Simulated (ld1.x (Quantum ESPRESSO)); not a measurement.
# Varying the TM potential for chromium (Cr)

Base potential:

```json
{
 "Element": "chromium (Cr)",
 "Generator": "ld1.x (Quantum ESPRESSO) 7.5",
 "Type": "norm-conserving Troullier–Martins (Kleinman–Bylander form)",
 "Functional": "PBE",
 "Relativity": "scalar-relativistic",
 "Frozen core": "[Ne]",
 "Valence charge": "14",
 "Reference configuration": "3s2 3p6 3d3 4s0 4p0 (charge +3)",
 "Partial waves": "3s (bound): rc 1.45 bohr; 3p (bound): rc 0.95 bohr; 3d (bound): rc 0.95 bohr",
 "Local potential": "all-electron potential smoothed inside 0.80 bohr (lloc = -1)",
 "Core correction": "none"
}
```

Cutoffs, loose and tight: the cutoffs (Ry, on a coarse ladder) from which the occupation-weighted sum of valence levels, in a spherical-Bessel basis at the reference potential, stays within 10 and 1 mRy of its value at 400 Ry. They do not see the model core or the augmentation charge, which bear on the density cutoff. Test errors are all-electron minus pseudo excitation energies from the reference, over the configurations 3s2 3p6 3d5 4s1 4p0; 3s2 3p6 3d5 4s0 4p0; 3s2 3p6 3d4 4s0 4p0; 3s2 3p6 3d5.5 4s0.5 4p0; 3s2 3p6 3d2 4s0 4p0; 3s2 3p6 3d6 4s0 4p0; 3s2 3p6 3d4 4s2 4p0. A dash means not determined; rows that change the core or the reference have their own tests. The largest error is taken over the tests solved by every variant that gives reliable tests at all: 3s2 3p6 3d2 4s0 4p0; 3s2 3p6 3d4 4s0 4p0; 3s2 3p6 3d5 4s0 4p0; 3s2 3p6 3d6 4s0 4p0.

A true bound ghost makes a file unfit for plane-wave use even where its test errors are small: the radial tests pick states by their node count and pass the ghost by. Where a test does run into it, the solver fails or the error is huge.

| change | outcome | cutoff, loose | cutoff, tight | bound ghosts | largest test error (meV) |
| --- | --- | --- | --- | --- | --- |
| base | generated | 180 Ry | 230 Ry | none | +34 |
| all radii scaled by about 0.78 (s 1.14, p 0.74, d 0.74 bohr); local potential all-electron potential smoothed inside 0.62 bohr (lloc = -1) | generated | 260 Ry | over 300 Ry | s | +32 |
| all radii scaled by about 0.88 (s 1.28, p 0.84, d 0.84 bohr); local potential all-electron potential smoothed inside 0.70 bohr (lloc = -1) | generated | 230 Ry | 260 Ry | none | +30 |
| all radii scaled by about 1.30 (s 1.88, p 1.24, d 1.24 bohr); local potential all-electron potential smoothed inside 1.04 bohr (lloc = -1) | generated | 120 Ry | 140 Ry | none | +54 |
| all radii scaled by about 1.39 (s 2.02, p 1.32, d 1.32 bohr); local potential all-electron potential smoothed inside 1.12 bohr (lloc = -1) | generated | 120 Ry | 140 Ry | none | +59 |

What comes out with this change to the base: all radii scaled by about 1.05 (s 1.52, p 1.00, d 1.00 bohr); local potential all-electron potential smoothed inside 0.84 bohr (lloc = -1)?

outcome: generated; cutoff, loose: 180 Ry; cutoff, tight: 200 Ry; bound ghosts: none; largest test error (meV): +37.

What comes out with this change to the base: all radii scaled by about 1.20 (s 1.74, p 1.14, d 1.14 bohr); local potential all-electron potential smoothed inside 0.96 bohr (lloc = -1)?

outcome: generated; cutoff, loose: 140 Ry; cutoff, tight: 180 Ry; bound ghosts: none; largest test error (meV): +46.

Reading the sweep of the scale of all radii (base = 1) (base included, trends over the rows without a ghost): The loose cutoff falls from 230 Ry at 0.88 to 120 Ry at 1.39. A larger radius leaves more room for a smooth pseudo-wave, so fewer plane waves are needed; a smaller one forces it to follow the all-electron wave where it bends sharply. The median size of the test errors (rows with all tests solved) rises from 30.2 meV at 0.88 to 58.9 meV at 1.39. More of the atom is replaced by a form fitted at one configuration, so other configurations suffer as the radius grows. Bound ghosts are found at 0.78.
